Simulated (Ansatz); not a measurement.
Species: C7H12BN, SMILES `B[C@@H]1CCCC[C@@H]1C#N` (charge 0, multiplicity 1), formula C₇H₁₂BN.

### Question
How many basis functions does frozen-core CCSD(T)/cc-pVDZ // PBE0-D3(BJ)/def2-SVP (Ansatz, an electronic-structure program) use, how many core orbitals are frozen, and how many electrons are correlated?

### Answer
186 basis functions and 9 frozen orbitals, which leaves 48 correlated electrons. Core time is of the order of minutes.
